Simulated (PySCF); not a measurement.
Give a PBE0-D3(BJ)/def2-SVP geometry of `F[SiH]1C[SiH2]C1`.

```xyz
12
C2H7FSi2 angstrom
F      1.3326    0.1409    2.1413
Si     1.1751   -0.1233    0.5396
C     -0.2187   -1.3388    0.1726
Si    -1.2123    0.1335   -0.5284
C      0.2775    1.3054   -0.3012
H      2.5318   -0.4694    0.0250
H      0.0460   -2.1048   -0.5743
H     -0.6559   -1.8469    1.0455
H     -2.3800    0.5041    0.3268
H     -1.6653   -0.0374   -1.9426
H      0.1009    2.1900    0.3295
H      0.7428    1.6414   -1.2416
```

Any rigid rotation of these coordinates is as good. Atoms count from 1 in this order. Si4 (SiH2 silicon) has angles from 91.4° to 114.8°. Si2 (fluorine-bound silicon) has angles from 92.9° to 117.1°. The 4 C–Si bonds span 1.885 Å (Si2–C5, drawn single) to 1.910 Å (C3–Si4, drawn single), a spread of 0.025 Å. The 4-membered ring Si2–C3–Si4–C5 has internal angles of 87.7° to 92.9° (sum 360°, against 360° for a flat polygon); it is slightly puckered (a soft mode that the optimisation may not have finished), 0.04 Å rms from its mean plane, widest ring torsion 5°.

Bonds between heavy atoms (Å): F1–Si2 1.631, Si2–C3 1.885, C3–Si4 1.910, Si4–C5 1.909, Si2–C5 1.885.

Method used: PBE0-D3(BJ)/def2-SVP geometry optimisation, gas phase (PySCF).

Point group: Cs (every atom within 0.08 Å of its image). Whether it is a minimum is left open (no frequencies).

Time: 23 s wall; peak memory 0.47 GiB. Hardware: Arm Neoverse V2, one thread, on a shared host. That covers the optimisation of the geometry.
